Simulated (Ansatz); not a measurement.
Gas-phase electronic energies from Ansatz, PBE0-D4/def2-TZVP geometries. CCSD(T)/CBS is the MP2 limit (def2-TZVPP, def2-QZVPP) plus CCSD(T) − MP2 in def2-TZVPP, frozen cores. This one scheme is used for every species. Functionals use def2-TZVPP. Each species was taken in one conformer, which may not be the lowest.

`C[O][AlH][Cl]` + `C1=CN1` → `CN1C=C1` + `[OH][AlH][Cl]`  (substitution at a C–O bond)

CCSD(T)/CBS gives -9.9 kcal/mol.

(1) Another level gave -9.9 kcal/mol. Which?
A. BHLYP-D4/def2-TZVPP
B. HF/def2-TZVPP
C. CCSD/def2-TZVPP
D. PBE-QIDH/def2-TZVPP

Largest T1 diagnostic among the species: 0.011.

Answers

(1) D. PBE-QIDH -9.9, CCSD/def2-TZVPP -9.0, HF/def2-TZVPP -6.8, BHLYP-D4 -8.0 kcal/mol.

At CCSD(T), def2-SVP lies +1.9 kcal/mol from the extrapolated value and def2-TZVPP +0.5 kcal/mol. Leaving LDA and LC-ωPBE aside and taking each functional with its dispersion term where it has one, the values spread over 2.0 kcal/mol, from PBE-QIDH to BHLYP-D4. LDA lies −1.5 kcal/mol from PBE without D4.
